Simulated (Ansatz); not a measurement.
Saddle search on Zn2GeH6O3, singlet by partitioned rational-function steps on PBE0-D4/def2-TZVP gradients (Ansatz 0.2.0), from this start:

Ge1  (-1.925, -1.079, -0.461)
H2  (-3.022, -0.506, -1.943)
H3  (-2.122, 0.163, -2.052)
O4  (-1.143, 0.291, -1.476)
Zn5  (0.486, 0.731, -0.752)
O6  (2.063, 1.324, -0.266)
Zn7  (2.912, 1.084, 1.252)
O8  (3.754, 0.810, 2.783)
H9  (-0.583, -1.000, 0.455)
H10  (-1.882, -2.507, -1.011)
H11  (-3.033, -0.716, 0.534)
H12  (4.495, 1.404, 2.937)
(Å)

```tsv
step	energy less the last (meV)	largest force (eV/Å)	curvature followed (eV/Å²)
1	8.1	0.242	-5.87
2	8.2	0.056	-5.84
3	6.2	0.110	-5.88
4	5.1	0.169	-5.86
5	3.2	0.101	-5.86
6	2.7	0.089	-5.85
7	1.8	0.057	-5.87
8	1.2	0.048	-5.85
9	0.7	0.094	-5.83
10	0.8	0.163	-5.83
11	0.0	0.013	-5.83
```

The search ended at:

```xyz
12
angstrom
Ge -2.0686 -1.1781 -0.4681
H -2.9090 -0.4241 -2.0241
H -1.9324 0.1944 -1.9934
O -1.0504 0.2004 -1.3194
Zn 0.5368 0.8029 -0.7099
O 2.0832 1.4476 -0.2025
Zn 3.0326 1.1834 1.2518
O 3.9822 0.8646 2.7073
H -0.8926 -1.2896 0.5934
H -2.1188 -2.5626 -1.1269
H -3.2923 -0.7766 0.3665
H 4.6293 1.5378 2.9253
```
